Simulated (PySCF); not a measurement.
B(H)2(PH2) (BH4P), SMILES BP. Atoms are numbered in the order given.

```xyz
6

B     -1.2988    -0.0545     0.0000
H     -1.8874    -0.0193    -1.0323
H     -1.8874    -0.0193     1.0323
P      0.5516     0.1102     0.0000
H      0.9974    -0.6711    -1.0834
H      0.9974    -0.6711     1.0834
```

Geometry optimised at B3LYP-D3(BJ)/def2-TZVP.

The numbers are results of B3LYP/pcJ-1 (PySCF), not measurements.

Isotropic couplings with Fermi-contact, spin-dipole and both spin-orbit terms, one fixed conformer, no vibrational averaging. Isotopes: 11B, 1H, 31P.

```csv
pair,bonds apart,J (Hz)
B1–H2,1,144.3
B1–H3,1,144.3
B1–P4,1,___
P4–H5,1,279.8
P4–H6,1,279.9
B1–H5,2,___
B1–H6,2,___
H2–H3,2,-2.3
H2–P4,2,3.8
H3–P4,2,2.7
H5–H6,2,3.4
H2–H5,3,___
H2–H6,3,___
H3–H5,3,___
H3–H6,3,___
```

### Question
Some entries are withheld; supply them. (Estimate from the structure and the level; the computed values follow.)

### Answer

- B1–P4, J (Hz): 60.3
- B1–H5, J (Hz): -1.6
- B1–H6, J (Hz): -1.6
- H2–H5, J (Hz): 4.3
- H2–H6, J (Hz): 11.1
- H3–H5, J (Hz): 11.1
- H3–H6, J (Hz): 4.3
